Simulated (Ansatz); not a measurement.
`[F][GeH2][SiH2]Cl` + `C[SeH]` → `C[Se][GeH2][F]` + `[SiH3]Cl` at 500 K and 1 bar (cleavage of the Ge–Si bond).

Program: Ansatz. Geometries: PBE0-D4/def2-TZVP. ΔE: electronic, gas phase. CCSD(T)/CBS is the MP2 limit (def2-TZVPP, def2-QZVPP) plus CCSD(T) − MP2 in def2-TZVPP, frozen cores. This one scheme is used for every species. For Ge, Se outer-core shells are correlated without core-valence functions, which leaves a few kJ/mol of doubt a bond. Scalar relativity is left out up to krypton. One conformer a species, not always the lowest.

| species | CCSD(T)/CBS energy (Eh) | H − E (kJ/mol) | S (J/(mol·K)) |
| --- | --- | --- | --- |
| `[F][GeH2][SiH2]Cl` | -2927.24228 | 141.1 | 420.1 |
| `C[SeH]` | -2441.15625 | 142.1 | 299.3 |
| `C[Se][GeH2][F]` | -4617.72550 | 192.0 | 421.3 |
| `[SiH3]Cl` | -750.69636 | 92.3 | 281.7 |

H − E and S are ideal-gas, rigid-rotor, harmonic terms from PBE0-D4/def2-TZVP, for one conformer and one mirror image of each species. 1 Eh = 2625.50 kJ/mol, R = 8.31446 J/(mol·K).

**Question.** By hand: ΔE, ΔH, ΔS and ΔG.

**Answer.** ΔE = (-4617.72550) + (-750.69636) − (-2927.24228) − (-2441.15625) = -0.02333 Eh = -61.3 kJ/mol. Δ(H − E) = 192.0 + 92.3 − 141.1 − 142.1 = 1.1, so ΔH = -60.2 kJ/mol. ΔS = 421.3 + 281.7 − 420.1 − 299.3 = -16.4 J/(mol·K). ΔG = -60.2 − 500 × (-16.4)/1000 = -52.0 kJ/mol.

**Question.** By hand: the equilibrium constant, and the temperature at which ΔG would vanish if ΔH and ΔS stayed fixed.

**Answer.** log₁₀ K = −ΔG/(RT ln 10) = 5.4. ΔG = 0 at ΔH/ΔS = 3671 K, far beyond where these terms or the molecules hold.

ΔH outweighs TΔS. A doubt of 5 kJ/mol in ΔE shifts log₁₀ K by 0.5 here. Other conformers and mirror images would add mixing entropy, several J/(mol·K) or more a flexible species. Modes under 60 cm⁻¹, often nearly free rotors, make the harmonic entropy too high. These are equilibria of isolated gas molecules and say nothing of rates. Largest T1 diagnostic: 0.011 (customary marks: 0.02 for closed shells, 0.045 for open ones).
